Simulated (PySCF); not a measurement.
Geometries of 2 isomers of C5H3F3, from PBE0-D3(BJ)/def2-SVP geometry optimisation, gas phase in PySCF. One conformer each, no zero-point energy, no frequencies.

Task: Which is lower in electronic energy at this level?
A.
```xyz
11
angstrom
F      2.332   -0.094   -1.148
C      1.155   -0.078   -0.560
C      0.499   -1.112   -0.029
C     -0.799   -0.559    0.508
F     -0.927   -0.763    1.841
F     -1.874   -1.143   -0.072
C     -0.750    0.928    0.192
C      0.401    1.193   -0.432
H      0.788   -2.159    0.021
H     -1.555    1.610    0.464
H      0.765    2.152   -0.800
```
B.
```xyz
11
angstrom
F     -2.434   -0.920   -0.528
C     -1.176   -0.601   -0.877
F     -1.184    0.691   -1.237
F     -0.913   -1.315   -1.985
C     -0.207   -0.876    0.209
C      0.528    0.089    0.764
C      0.943    1.451    0.881
C      1.507    0.568    1.689
H     -0.128   -1.913    0.538
H      0.851    2.479    0.537
H      2.211    0.359    2.492
```

Result: A. That is `FC1=CC(F)(F)C=C1`, 28.5 kcal/mol below the other.

```tsv
SMILES	atoms numbered as above	E (Eh)	relative (kcal/mol)	relative (kJ/mol)	dipole (D)
FC1=CC(F)(F)C=C1	[F:1][C:2]1=[CH:3][C:4]([F:5])([F:6])[CH:7]=[CH:8]1	-490.93894	0.0	0.0	1.66
FC(F)(F)C=C1C=C1	[F:1][C:2]([F:3])([F:4])[CH:5]=[C:6]1[CH:7]=[CH:8]1	-490.89345	28.5	119.4	4.59
```

As drawn, the higher has a three-membered ring, which the lower lacks.
